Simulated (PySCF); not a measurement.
Species: C4H5N3O2.
Structure used (GFN2-xTB), in Å, numbered top down from 1:
```xyz
14
C4H5N3O2 angstrom
C     -2.7426    0.1428   -0.0077
C     -1.3179    0.1909   -0.4617
O     -0.9338    0.4664   -1.5662
O     -0.4918   -0.1256    0.5635
C      0.8459   -0.1545    0.4125
N      1.6700   -0.4576    1.3862
C      2.8818   -0.3627    0.7990
N      2.8417   -0.0226   -0.4639
N      1.5330    0.1138   -0.7200
H     -3.3978    0.3985   -0.8342
H     -2.8850    0.8405    0.8142
H     -2.9725   -0.8547    0.3595
H      3.7933   -0.5506    1.3256
H      1.1750    0.3751   -1.6289
```

A PySCF run (density fitting, gas phase, GFN2-xTB geometry) gave HOMO -6.39 eV, LUMO -2.18 eV, dipole 3.06 D and E = -469.942 Eh.

Problem. Which of these levels was it?
A. KT2/6-31++G**
B. PBE0/def2-SVPD
C. HCTH407/6-31G-J

Solution. C. It is HCTH407/6-31G-J. All candidates on this geometry:

```
                                      level and settings           kind  basis functions  SCF cycles     E (Eh)  HOMO (eV)  LUMO (eV)  dipole (D)
HCTH407/6-31G-J, grid level 4, energy threshold 1e-06 Eh            GGA              128          10  -469.9420      -6.39      -2.18        3.06
            KT2/6-31++G**, grid level 3, start guess sap            GGA              192          16  -477.7167      -6.46      -1.99        3.20
                                          PBE0/def2-SVPD  global hybrid              226          15  -469.3046      -7.65      -1.05        3.26
```

The nearest other candidate, by the summed differences of HOMO and LUMO, is KT2/6-31++G**: its HOMO differs by -0.07 eV and its LUMO by +0.19 eV. Cycle counts include a coarse-grid stage where the run had one. All basis functions are spherical, in the Pople sets too. KT2 was designed for NMR shieldings or shifts; total energies of different functionals aren't comparable.
